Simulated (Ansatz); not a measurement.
Molecule: CH2NS, net charge 0, doublet state. It need not be the lowest isomer of its formula. 
Structure (B3LYP-D3(BJ)/def2-TZVP (Ansatz, a first-principles code) minimum search):
```
N
H 1 1.0071
C 1 1.3129 2 120.60
H 1 1.0157 2 117.02 3 180.00
S 3 1.5929 1 136.94 2 180.00
```
Charge 0, spin multiplicity 2.

Basis-set convergence of Hartree-Fock and CCSD correlation energies (hartree) with Ansatz. Cores are frozen in the correlated levels unless marked. UHF or UKS for open shells. No spin-orbit coupling. No relativistic terms.

| basis | functions | E(HF) | E(corr, CCSD) |
|---|---|---|---|
| cc-pV(D+d)Z | 61 | -490.97723 | -0.43628 |
| cc-pV(T+d)Z | 127 | … | … |

Task: Complete the blanks.

Result: 
- cc-pV(T+d)Z, E(HF): -491.01826
- cc-pV(T+d)Z, E(corr, CCSD): -0.53699
